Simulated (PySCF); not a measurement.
# `N#C[C@H]([C@H]([BH3-])C=O)C`, [C5H9BNO]-, charge -1

Molfile (atoms numbered from 1):
```
C5H9BNO
     RDKit          3D

 17 16  0  0  0  0  0  0  0  0999 V2000
   -0.5729   -1.6086    0.6741 B   0  0  0  0  0  0  0  0  0  0  0  0
   -0.2626    0.0985    0.6705 C   0  0  2  0  0  0  0  0  0  0  0  0
   -1.5573    0.6478    0.9930 C   0  0  0  0  0  0  0  0  0  0  0  0
   -2.3798    1.1264    0.2258 O   0  0  0  0  0  0  0  0  0  0  0  0
    0.2632    0.5998   -0.6802 C   0  0  2  0  0  0  0  0  0  0  0  0
    1.4665   -0.1801   -1.2125 C   0  0  0  0  0  0  0  0  0  0  0  0
    0.6273    1.9813   -0.5225 C   0  0  0  0  0  0  0  0  0  0  0  0
    0.9571    3.0686   -0.3541 N   0  0  0  0  0  0  0  0  0  0  0  0
   -1.1375   -1.9075   -0.3470 H   0  0  0  0  0  0  0  0  0  0  0  0
   -1.2489   -1.8835    1.6343 H   0  0  0  0  0  0  0  0  0  0  0  0
    0.5009   -2.1538    0.7648 H   0  0  0  0  0  0  0  0  0  0  0  0
    0.4569    0.2618    1.4733 H   0  0  0  0  0  0  0  0  0  0  0  0
   -1.8258    0.5450    2.0704 H   0  0  0  0  0  0  0  0  0  0  0  0
   -0.5687    0.5392   -1.3917 H   0  0  0  0  0  0  0  0  0  0  0  0
    2.2950   -0.1221   -0.5077 H   0  0  0  0  0  0  0  0  0  0  0  0
    1.1839   -1.2212   -1.3276 H   0  0  0  0  0  0  0  0  0  0  0  0
    1.7958    0.2202   -2.1730 H   0  0  0  0  0  0  0  0  0  0  0  0
  1  2  1  0
  2  3  1  0
  3  4  2  0
  2  5  1  0
  5  6  1  0
  5  7  1  0
  7  8  3  0
  1  9  1  0
  1 10  1  0
  1 11  1  0
  2 12  1  1
  3 13  1  0
  5 14  1  6
  6 15  1  0
  6 16  1  0
  6 17  1  0
M  CHG  1   1  -1
M  END
```

Theory: PySCF 2.14.0, TDDFT CAM-B3LYP/def2-SVPD circular dichroism and optical rotation, one conformer, gas phase. Geometry: GFN2-xTB.

The molecule is flexible and this is one conformer; a measurement averages over conformers. For a gas-phase anion, states above the detachment energy (about 4.4 eV, taken as minus the energy of the highest occupied orbital) lie in the continuum and depend on the basis.

**Question.** Draw the ECD and absorption spectra from the lowest 16 states, each a Gaussian of half-width 0.25 eV at 1/e height.

**Answer.** 
```csv
E (eV),λ (nm),Δε (L mol⁻¹ cm⁻¹),ε (L mol⁻¹ cm⁻¹)
4.25,292,-0.38,5.04
4.40,282,-2.91,38.8
4.55,273,-10.89,145
4.70,264,-19.84,265
4.85,256,-17.59,235
5.00,248,-7.59,101
5.15,241,-1.60,21.3
5.30,234,-0.16,2.18
5.45,228,-0.01,0.133
5.60,221,-0.01,0.964
5.75,216,-0.12,18.7
5.90,210,-1.14,178
6.05,205,-5.07,850
6.20,200,-9.15,2280
6.35,195,+3.25,4730
6.50,191,+42.76,9420
6.65,186,+80.22,14300
6.80,182,+76.35,14700
6.95,178,+33.76,12000
7.10,175,-12.79,9780
7.25,171,-35.16,9130
7.40,168,-36.35,8850
7.55,164,-31.14,6820
```
Δε uses R in velocity form, ε uses f in length form. Only the states computed contribute, so the short-wavelength end is incomplete.
